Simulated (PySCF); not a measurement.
C2H6N, SMILES C[N]C, multiplicity 2.

Coordinates come from a ωB97X-D3(BJ)/def2-TZVP optimisation. The isomer is the one that the SMILES or the coordinates give; other isomers of the formula were not compared.

Two levels are set side by side: PBE/def2-TZVPD (PySCF) and r2SCAN/def2-TZVPD (PySCF). Same geometry, gas phase. Differences are taken from unrounded values.

```json
[
 {"quantity": "α-spin orbital gap (eV)", "r2SCAN": "6.66"},
 {"quantity": "β-spin orbital gap (eV)", "r2SCAN": "3.26"},
 {"quantity": "dipole moment (D)", "r2SCAN": "1.72"},
 {"quantity": "mean polarisability (bohr³)", "r2SCAN": "37.5"}
]
```

Problem. What does PBE give, and how far is it from r2SCAN? (An estimate is asked for; the answer gives what the named calculation found.)

Solution. 
| quantity | PBE | PBE minus r2SCAN |
|---|---|---|
| α-spin orbital gap (eV) | 5.36 | -1.29 |
| β-spin orbital gap (eV) | 2.30 | -0.96 |
| dipole moment (D) | 1.71 | -0.01 |
| mean polarisability (bohr³) | 39.3 | 1.8 |

Rough cost on one machine, each run with all the roots and properties that it gave: r2SCAN against PBE about 2 times.
